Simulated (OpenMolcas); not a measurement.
Cu2+: effect of the metal basis

Cu2+ with its 6 nearest bromide ions at 2.712 Å, on the Ca site of CsCaBr3 (a = 5.69 Å, distance in the model lattice 2.845 Å). The rest of the host is ab initio model potentials to 7.6 Å and point charges beyond; the distance is set by hand and nothing relaxes.

```json
{"Program": "OpenMolcas", "Method": "CASSCF", "Spin-orbit coupling": "state interaction with AMFI integrals over the reference wave functions"}
```

Fixed: ligand basis ANO-RCC-VDZP, active space 9 electrons in 5 orbitals (3d), DKH2 Hamiltonian.

States (labels of O, the rotations of Oh). Energies in cm-1 above the lowest state or level, χT in cm3 K/mol; 10Dq is the gap between the two states.

```tsv
Run	Metal basis	Ground state	First state of that spin	10Dq	First gap with spin-orbit (degeneracies)	χT at 300 K	Cost
A	ANO-RCC-VDZP	2E	2T2 2400	2400	1878 (4, 2)	0.889	roughly 40 core-seconds
B	ANO-RCC-VTZP	2E	2T2 2394	2394	1881 (4, 2)	0.890	roughly 70 core-seconds
```

Against A, |10Dq| changes by -0.2 % in B.

Costs are those of the RASSCF and RASSI steps.

An orbital doublet at a regular site is open to a Jahn-Teller distortion, which this geometry leaves out. Ligand-to-metal charge-transfer states are missing. With metal d orbitals alone and no dynamic correlation the field as a rule comes out too small, by tens of per cent, by up to half for chloride and softer ligands, and the orbital part of g and χT, which goes as 1/10Dq, too large. No measured value stands beside these numbers; the geometry was set by hand and not optimised.
